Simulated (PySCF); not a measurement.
# Potential energy of ErSi along the bond

Set-up: basis Er x2c-SVPall, Si x2c-SVPall; spin-free X2C with a Gaussian nucleus; PySCF 2.14. Energies in eV from Er (4f12 6s2) + Si in their ground configurations at the same level. State: quintet, about 11.8 electrons in the 4f shell (Mulliken), real f orbitals that mix terms.

All columns are BLYP. A positive dipole means Er(−)Si(+).

```
R (Å)  E (eV)  μ (D)  Mulliken charge on Er (basis-dependent)  HOMO (eV)  LUMO (eV)  Mayer bond order  ⟨S²⟩
2.447  -1.098  -3.70                                     0.16      -3.32      -3.17              2.30  6.05
2.561  -1.313  -3.98                                     0.18      -3.11      -2.94              2.18  6.05
2.674  -1.413  -4.20                                     0.20      -2.93      -2.77              2.05  6.05
2.760  -1.433  -4.34                                     0.21      -2.82      -2.79              1.96  6.05
2.845  -1.421  -4.44                                     0.22      -2.71      -2.81              1.86  6.06
2.930  -1.385  -4.52                                     0.23      -2.63      -2.83              1.75  6.06
3.044  -1.314  -4.58                                     0.23      -2.55      -2.85              1.61  6.07
3.186  -1.204  -4.60                                     0.24      -2.54      -2.89              1.45  6.10
3.357  -1.059  -4.63                                     0.24      -2.54      -2.93              1.28  6.10
3.585  -0.868  -4.62                                     0.23      -2.52      -2.99              1.08  6.09
```

A fit through these points gives, at Re = 2.766 Å, μ = -4.35 D and dμ/dR = -1.35 D/Å; the reduced mass is 23.94 u.

Task: How strong is the fundamental in the double-harmonic approximation, I = 42.26·(dμ/dR)²/μred km/mol?

Result: I = 42.26·(-1.35)²/23.94 = 3.22 km/mol at BLYP.

Spin–orbit coupling is left out, which matters for elements this heavy, above all for dissociation energies. With d or f electrons several states lie close, and the lowest PBE0 determinant need not be the measured ground state.

At some distances an empty level lies below a filled one, because the occupation is held.
